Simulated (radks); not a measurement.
Results of a calculation; reference values are marked as such.
Species: La4+. Configuration: [Kr] 4d10 5s2 5p5. Code: a radial shooting solver on a logarithmic mesh with Libxc functionals. Model: non-relativistic Kohn-Sham, TPSS, spin-polarised, spherical densities, point nucleus; open shells are filled with parallel spins first (spin-orbit coupling, left out, can overturn this in heavy ions); meta-GGA in the generalised Kohn-Sham scheme; relativity is left out, which matters for an element this heavy.

Normalised radial functions P(r) = r R(r), r in bohr:

| r | 4d down | 5s up | 5p up |
|---|---|---|---|
| 0.001773 | 0.0000 | 0.0411 | 0.0012 |
| 0.002327 | 0.0000 | 0.0522 | 0.0020 |
| 0.003079 | 0.0001 | 0.0660 | 0.0034 |
| 0.004042 | 0.0002 | 0.0818 | 0.0057 |
| 0.005348 | 0.0004 | 0.0998 | 0.0096 |
| 0.007075 | 0.0009 | 0.1183 | 0.0159 |
| 0.009287 | 0.0020 | 0.1340 | 0.0257 |
| 0.01229 | 0.0044 | 0.1433 | 0.0413 |
| 0.01626 | 0.0094 | 0.1387 | 0.0643 |
| 0.02134 | 0.0193 | 0.1127 | 0.0953 |
| 0.02824 | 0.0395 | 0.0562 | 0.1355 |
| 0.03736 | 0.0777 | -0.0317 | 0.1787 |
| 0.04904 | 0.1427 | -0.1341 | 0.2101 |
| 0.06489 | 0.2502 | -0.2197 | 0.2076 |
| 0.08517 | 0.3975 | -0.2283 | 0.1438 |
| 0.1127 | 0.5720 | -0.1112 | 0.0015 |
| 0.1491 | 0.7029 | 0.1164 | -0.1844 |
| 0.1957 | 0.6785 | 0.3167 | -0.3083 |
| 0.259 | 0.3857 | 0.3035 | -0.2484 |
| 0.3426 | -0.1818 | -0.0137 | 0.0379 |
| 0.4497 | -0.8161 | -0.4068 | 0.3709 |
| 0.595 | -1.2361 | -0.4899 | 0.4621 |
| 0.7873 | -1.2022 | -0.0553 | 0.1265 |
| 1.033 | -0.8371 | 0.5742 | -0.4280 |
| 1.367 | -0.4094 | 0.9457 | -0.8482 |
| 1.795 | -0.1417 | 0.8303 | -0.8572 |
| 2.375 | -0.0295 | 0.4459 | -0.5470 |
| 3.142 | -0.0033 | 0.1407 | -0.2158 |
| 4.124 | -0.0002 | 0.0256 | -0.0519 |
| 5.457 | 0.0000 | 0.0020 | -0.0059 |

4d down: eigenvalue -145.18 eV, 1 radial node at r = 0.316 bohr, <r> = 0.762 bohr, 90 % of the charge inside 1.14 bohr. 5s up: eigenvalue -71.743 eV, 4 radial nodes at r = 0.0341, 0.131, 0.340, 0.807 bohr, <r> = 1.58 bohr, 90 % of the charge inside 2.24 bohr. 5p up: eigenvalue -57.213 eV, 3 radial nodes at r = 0.113, 0.333, 0.841 bohr, <r> = 1.73 bohr, 90 % of the charge inside 2.46 bohr.
